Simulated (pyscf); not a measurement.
`[NH][SiH]=[NH]` [doublet] → `[NH]=[Si][NH2]` [doublet], a hydrogen shift (doublet surface; H–Si broken, H–N formed). Structures and frequencies: ωB97X-D3(BJ)/def2-SVP in PySCF. Correlated levels are frozen-core, on RHF or UHF. ΔMP2 is the change of the MP2 total energy from the triple- to the quadruple-zeta basis. Energies in eV from the reactant's lowest minimum found.

Small-basis levels: PySCF, no dispersion term, spherical d functions. AM1 to PM7: differences of heats of formation from MOPAC, which are fitted to 298 K values and so differ in kind from electronic energies by zero-point and thermal terms. Open shells are spin-unrestricted. 

```tsv
level	barrier	reaction energy
BP86/6-31G*	1.26	-1.18
B3LYP/3-21G	1.66	-1.63
M06-2X/6-31G*	1.42	-1.39
B3LYP/def2-SVP	1.38	-1.27
PM3	1.66	-0.90
PM6	0.74	-1.27
PM7	1.74	-0.35
CCSD(T)/def2-TZVPP + ΔMP2(QZVPP)	1.18	-1.37
```

Against the last row the barrier runs from -0.44 (PM6) to +0.56 eV (PM7). CCSD(T)/def2-TZVPP + ΔMP2(QZVPP) has limits of its own. On the reactant side the descent ends in a point that may be a rotor saddle (no frequency run), 0.06 eV over the lowest minimum found and 1.21 eV under the saddle at ωB97X-D3(BJ)/def2-TZVP. At ωB97X-D3(BJ)/def2-TZVP the barrier from the zero used here is 1.28 eV. One saddle was located; it need not be the lowest between these sides. The CCSD(T) − MP2 part came from Ansatz, without density fitting, on the same reference. A UHF reference is spin-contaminated (<S²> up to 1.10), which harms MP2 most.
